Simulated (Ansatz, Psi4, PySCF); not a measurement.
Molecule: C₃HFNS, net charge 0, doublet state. SMILES: Fc1[c]scn1
Coordinates optimised at B3LYP-D3(BJ)/def2-TZVP (Ansatz, a program for electronic structure):
```
N
C 1 1.3048
C 1 1.3563 2 111.11
F 3 1.3241 1 119.03 2 180.00
C 3 1.3512 4 126.61 1 -180.00
H 2 1.0797 1 123.52 3 -180.00
S 5 1.7076 3 111.84 4 -180.00
```
Charge 0, spin multiplicity 2.

Wanted: size of the dipole moment, in D. Set-up: non-relativistic; 6-311+G** with 5d, 6d on Na to Ar in Ansatz; six Cartesian d functions in 6-31G* and its kin unless marked 5d; dispersion terms only where a functional's name holds one; open shells spin-unrestricted; spin-orbit terms left out. Ab initio and DFT rows: single points at B3LYP-D3(BJ) geometries (Ansatz).

```json
[
 {"level": "PBE/def2-SVP", "program": "Ansatz", "size of the dipole moment (D)": "2.24"},
 {"level": "BP86/6-31G* (5d)", "program": "PySCF", "size of the dipole moment (D)": "2.08"},
 {"level": "B3LYP/6-31G*", "program": "Ansatz", "size of the dipole moment (D)": "2.30"},
 {"level": "B3LYP/def2-SVP", "program": "Ansatz", "size of the dipole moment (D)": "2.51"},
 {"level": "M06-2X/6-31G* (5d)", "program": "PySCF", "size of the dipole moment (D)": "2.47"},
 {"level": "wB97X-D/6-311+G**", "program": "Psi4", "size of the dipole moment (D)": "2.87"}
]
```

No value to compare with is used here. The 6 habitual levels span 2.08 (BP86/6-31G* (5d)) to 2.87 D (wB97X-D/6-311+G**).

The levels are drawn from those run, B3LYP/6-31G* more often than the rest, none by its result; left out are runs that failed, that the program found above a lower state of the same kind, or whose <S^2> lies over 0.5 above the pure value.
